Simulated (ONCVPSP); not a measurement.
**Before and after: ONCV potential for Se (Z = 34)**

```
Element                 : selenium (Se)
Generator               : ONCVPSP 4.0.1
Type                    : optimised norm-conserving Vanderbilt (ONCV)
Functional              : PBE
Relativity              : scalar-relativistic
Frozen core             : [Ar]
Valence charge          : 16
Reference configuration : 3d10 4s2 4p3.75 (charge +0.25)
Partial waves           : 4s: rc 1.40 bohr, ncon 4, nbas 9, qcut 4.2 1/bohr, 1 projector; 4p: rc 1.90 bohr, ncon 4, nbas 9, qcut 5 1/bohr, 2 projectors, debl 0.4 Ha; 3d: rc 0.65 bohr, ncon 5, nbas 9, qcut 22.4 1/bohr, local
Local potential         : the d channel
Core correction         : Teter function fitted to the true core (icmod 2), fcfact 0.2
```

Change: all radii but the core radius scaled by about 1.20 (s 1.68, p 2.28, d 0.78 bohr).

Cutoffs: the cutoffs (Ha) at which the residual kinetic energy of the hardest occupied pseudo-wave falls to 1 and 0.1 mHa per electron; they do not see the model core or the augmentation charge, which bear on the density cutoff. Errors are all-electron minus pseudo energies relative to the spin-unpolarised reference configuration.

Question: Predict the effect on cutoff, ghosts and configuration errors.

Answer: The potential gets softer (224 Ha and 292 Ha → 194 Ha and 218 Ha); both files keep a bound ghost (p, s); the lowest positive-energy flag moves from none to s at 12.0 eV; of the 3 tests that both files solve, the error grows in 1 and shrinks in 1 by more than 15 % and 0.3 meV (median size 0.4 → 1.3 meV). A larger radius leaves more room for a smooth pseudo-wave, so fewer plane waves are needed.

| quantity | base | changed |
| --- | --- | --- |
| cutoff, loose | 224 Ha | 194 Ha |
| cutoff, tight | 292 Ha | 218 Ha |
| loose cutoff by channel | s 19 Ha, p 8.7 Ha, d 224 Ha | s 15 Ha, p 4.3 Ha, d 194 Ha |
| bound ghosts | s, p | s, p |
| GHOST(+) flags under 300 eV | none | s at 12.0 eV |
| tests with a reliable result | 3 of 4 | 3 of 4 |
| error for 3d10 4s2 4p4, meV [ΔE -1.89 eV] | +0.4 | +0.3 |
| error for 3d10 4s2 4p3, meV [ΔE 8.96 eV] | -0.1 | -1.3 |
| error for 3d10 4s2 4p2, meV [ΔE 29.31 eV] | +9.5 | -2.7 |
| rms error of d²Exc/dni dnj with the model core, mHa | 4.93 | 4.84 |

 A true bound ghost makes a file unfit for plane-wave use even where its test errors are small: the radial tests pick states by their node count and pass the ghost by.
